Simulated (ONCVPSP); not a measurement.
u(r) = r·R(r): atom against pseudo-atom (S (Z = 16))

Columns: radius, all-electron u(r) and pseudo u(r) of the 2s shell (level -252.88 eV) of sulfur in the configuration [He] 2s2 2p6 3s2 3p1; PBEsol, scalar-relativistic, ONCV scheme, ONCVPSP 4.0.1.

```json
{"r (bohr)": "0.042", "all-electron": "-0.6935", "pseudo": "0.2371"}
{"r (bohr)": "0.085", "all-electron": "-0.5189", "pseudo": "0.4731"}
{"r (bohr)": "0.128", "all-electron": "-0.0496", "pseudo": "0.6953"}
{"r (bohr)": "0.170", "all-electron": "0.4365", "pseudo": "0.8924"}
{"r (bohr)": "0.212", "all-electron": "0.8479", "pseudo": "1.0636"}
{"r (bohr)": "0.255", "all-electron": "1.1596", "pseudo": "1.2068"}
{"r (bohr)": "0.298", "all-electron": "1.3625", "pseudo": "1.3144"}
{"r (bohr)": "0.340", "all-electron": "1.4706", "pseudo": "1.3838"}
{"r (bohr)": "0.382", "all-electron": "1.5074", "pseudo": "1.4178"}
{"r (bohr)": "0.425", "all-electron": "1.4906", "pseudo": "1.4180"}
{"r (bohr)": "0.467", "all-electron": "1.4364", "pseudo": "1.3872"}
{"r (bohr)": "0.510", "all-electron": "1.3553", "pseudo": "1.3282"}
{"r (bohr)": "0.552", "all-electron": "1.2607", "pseudo": "1.2486"}
{"r (bohr)": "0.595", "all-electron": "1.1561", "pseudo": "1.1523"}
{"r (bohr)": "0.638", "all-electron": "1.0491", "pseudo": "1.0483"}
{"r (bohr)": "0.680", "all-electron": "0.9462", "pseudo": "0.9459"}
{"r (bohr)": "0.722", "all-electron": "0.8475", "pseudo": "0.8473"}
{"r (bohr)": "0.765", "all-electron": "0.7526", "pseudo": "0.7524"}
{"r (bohr)": "0.807", "all-electron": "0.6667", "pseudo": "0.6665"}
{"r (bohr)": "0.850", "all-electron": "0.5862", "pseudo": "0.5861"}
{"r (bohr)": "0.892", "all-electron": "0.5151", "pseudo": "0.5150"}
{"r (bohr)": "0.935", "all-electron": "0.4498", "pseudo": "0.4497"}
{"r (bohr)": "0.977", "all-electron": "0.3928", "pseudo": "0.3927"}
{"r (bohr)": "1.020", "all-electron": "0.3412", "pseudo": "0.3411"}
{"r (bohr)": "1.062", "all-electron": "0.2966", "pseudo": "0.2965"}
{"r (bohr)": "1.105", "all-electron": "0.2565", "pseudo": "0.2564"}
```

How many radial nodes do the two functions have?

The all-electron 2s function has n − l − 1 = 1; the pseudo-wave has 0, since the states of the same l below it are removed with the core.

At about which radius was the pseudo-wave matched?

0.70 bohr, where the columns begin to agree (steps of 0.04 bohr).

Is the pseudo-wave norm-conserving?

Yes: the ONCV scheme keeps the norm inside the radius equal to the all-electron one, which fixes the energy derivative of the logarithmic derivative at the level.
